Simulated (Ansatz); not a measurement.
Reaction (ligand exchange at the Si–C bond): `FC(F)[SiH3]` + `FBN[SiH3]` → `FBN([SiH3])[SiH3]` + `FCF`

Computed with Ansatz on PBE0-D4/def2-TZVP structures; ΔE is electronic, products minus reactants. CCSD(T)/CBS adds triple-zeta CCSD(T) − MP2 to the extrapolated MP2 energy (def2 sets, frozen cores). This one scheme is used for every species. Functionals use def2-TZVPP. B3LYP here is the variant with VWN-RPA as its local correlation; programs differ in this. One conformer a species, not always the lowest.

(1) Is it downhill or uphill in electronic energy at CCSD(T)/CBS, and by how much? (Estimate.)

(2) What do these levels give: BHLYP-D4, B3LYP, RPA@PBE/def2-TZVPP, CCSD/def2-SVP, HF/def2-QZVPP, SCS-MP2/def2-QZVPP? (Best estimate.)

Largest T1 diagnostic among the species: 0.012.

Results:

(1) Ansatz gave: Downhill: ΔE = -19.4 kcal/mol.

(2) The calculation gave: BHLYP-D4 -20.1, B3LYP -16.1, RPA@PBE/def2-TZVPP -19.6, CCSD/def2-SVP -19.1, HF/def2-QZVPP -20.4, SCS-MP2/def2-QZVPP -20.6 kcal/mol.

The D4 term adds −1.9 kcal/mol with B3LYP and −1.1 kcal/mol with PBE0; it sums over pairs of atoms, weighted by their polarisabilities, and B3LYP, whose exchange is more repulsive, gets the larger term. From BLYP to BHLYP (50 % exact exchange), in def2-TZVPP and without D4, ΔE moves by −4.0 kcal/mol.
